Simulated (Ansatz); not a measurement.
Geometry optimisation, UHF/def2-SVP (Ansatz).

The input (input.yaml):

```yaml
crystal:
  periodic: [false, false, false]
  atoms:
    - { symbol: Ge, position_ang: [0.0, 0.0, 0.0] }
    - { symbol: H, position_ang: [0.0, 0.0, 1.8] }
    - { symbol: Cl, position_ang: [2.0935, 0.0, -0.7393] }
    - { symbol: Ge, position_ang: [-1.1304, 1.9584, -0.7992] }
    - { symbol: H, position_ang: [-2.6003, 1.6043, -1.1405] }
    - { symbol: H, position_ang: [-1.1048, 3.0541, 0.2968] }
    - { symbol: H, position_ang: [-0.4177, 2.4843, -2.0712] }
    - { symbol: H, position_ang: [-0.73, -1.2648, -0.5162] }
    - { symbol: H, position_ang: [0.0, 0.0, 2.76] }
magnetization:
  spin_polarized: true
  initial_magnetization: 1
basis:
  gaussian: { orbitals: def2-SVP }
hamiltonian:
  xc: hf
relax:
  f_tol: 0.15
  max_steps: 25
  restrain:
    - { distance: [1, 8], at: 0.66, k: 30.0 }
    - { distance: [0, 1], at: 2.75, k: 30.0 }
```

Run as:

```bash
$ ansatz run input.yaml --threads 4 --pin off --max-ram 5120MiB --backend cpu --events-out ev --progress --plain --runs-dir out
```

**Question.** Where does it end, and by what steps?

**Answer.** The run converged. The restraints hold the end off the free minimum; the threshold counts their pulls, which the force column leaves out. Restrained pairs: H2–H9 (0.96 → 0.71 Å), Ge1–H2 (1.80 → 2.76 Å). After 14 steps the energy has fallen by 0.997 eV (the restraints' own energy left out); H8 moved furthest, 1.03 Å.

```tsv
step	energy less start (eV)	largest force component (eV/Å)	accepted
0	0.0000	1.592	yes
1	-0.4306	0.957	yes
2	-0.2272	5.961	yes
3	-0.6727	1.472	yes
4	-0.9113	1.766	yes
5	-0.9510	1.312	yes
6	-0.9661	1.203	yes
7	-0.9552	1.652	yes
8	-0.9747	1.143	yes
9	-0.9725	1.543	yes
10	-0.9831	1.384	yes
11	-0.9966	0.891	no
12	-0.9911	1.387	yes
13	-0.9937	1.415	yes
14	-0.9974	1.419	yes
```

```xyz
9
Properties=species:S:1:pos:R:3
Ge -0.188 -0.293 -0.382
H -0.034 0.146 2.341
Cl 1.991 -0.029 -0.290
Ge -1.175 1.919 -0.837
H -2.702 1.786 -0.839
H -0.738 2.880 0.272
H -0.703 2.445 -2.198
H -0.432 -1.333 -1.499
H 0.092 0.314 3.023
```

Run time: 22 s on 4 threads of Arm Neoverse V2, on a shared host, peak memory 0.39 GiB.
